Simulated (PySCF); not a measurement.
A species of formula CH7BrSi2 has this rotational fingerprint, computed with PBE0-D3(BJ)/def2-SVP geometry optimisation, gas phase (PySCF 2.14.0):

```
Rotational constants : A = 12704, B = 778.4, C = 750.1 MHz
Dipole components    : |μa| = 1.41 D, |μb| = 0.36 D, |μc| = 0.06 D
Inertial defect      : -15.23 u·Å²
κ                    : -1.00
```

Question: Which structure is it? (One computed conformer of each.)
A. `[CH3:1][SiH2:2][SiH2:3][Br:4]` with C1–Si2–Si3–Br4 178°
B. `[SiH3:1][CH2:2][SiH2:3][Br:4]` with Si1–C2–Si3–Br4 177°

Answer: B. It is [SiH3]C[SiH2]Br, a near-prolate asymmetric top. The candidates at the same level (rigid rotor, commonest isotopes):

```csv
SMILES,A (MHz),B (MHz),C (MHz),μa (D),μb (D),μc (D),Δ (u·Å²),point group,rotor
[SiH3]C[SiH2]Br,12704,778.4,750.1,1.41,0.36,0.06,-15.23,near Cs,near-prolate asymmetric top
C[SiH2][SiH2]Br,8597,894.8,830.6,2.40,0.66,0.01,-15.10,–,near-prolate asymmetric top
```

`C[SiH2][SiH2]Br` has A 32 % too low. No structure here is proved a minimum.
